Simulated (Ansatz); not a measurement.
The lowest singlet and triplet of CClF (SMILES F[C]Cl); geometries from B3LYP-D3(BJ)/def2-TZVP, each state relaxed from the structure named, with no frequency check.
Singlet (charge 0, multiplicity 1):
```xyz
3

F     -1.47907    -0.22806     0.00000
C     -0.56832     0.69606     0.00000
Cl     0.98362    -0.12493     0.00000
```

A positive gap puts the triplet lower; no zero-point energy. R- takes a restricted singlet. The triplet is unrestricted in single-reference levels. Active spaces average the two states.

Cores are frozen in the correlated methods.

Run with Ansatz (Gaussian basis) for Hartree–Fock, density functionals and correlated methods. 

R-PBE/def2-TZVPP gives -1.758 eV for the gap E(singlet) − E(triplet), vertical, at the singlet's geometry.

Q: How do the other levels lie against it? Give each less PBE: R-r2SCAN/def2-TZVPP, R-PBE0/def2-TZVPP, R-wB97M-V/def2-TZVPP, R-B2PLYP/def2-TZVPP, R-MP2/cc-pV(Q+d)Z, R-CCSD(T)/cc-pV(Q+d)Z, SC-NEVPT2 on SA-CASSCF(2,2)/cc-pV(Q+d)Z, FIC-MRCISD+Q on SA-CASSCF(2,2)/cc-pV(Q+d)Z.

A: R-r2SCAN/def2-TZVPP 0.283; R-PBE0/def2-TZVPP 0.182; R-wB97M-V/def2-TZVPP -0.210; R-B2PLYP/def2-TZVPP -0.011; R-MP2/cc-pV(Q+d)Z -0.042; R-CCSD(T)/cc-pV(Q+d)Z -0.102; SC-NEVPT2 on SA-CASSCF(2,2)/cc-pV(Q+d)Z 0.013; FIC-MRCISD+Q on SA-CASSCF(2,2)/cc-pV(Q+d)Z -0.029 eV. 3 of 8 lie above PBE; the widest gap is to R-r2SCAN/def2-TZVPP.

Doubts at one or more of the structures used: a restricted determinant that unrestricted orbitals would lower (R-B2PLYP/def2-TZVPP, R-MP2/cc-pV(Q+d)Z, R-CCSD(T)/cc-pV(Q+d)Z).

Ansatz is a program for electronic structure.
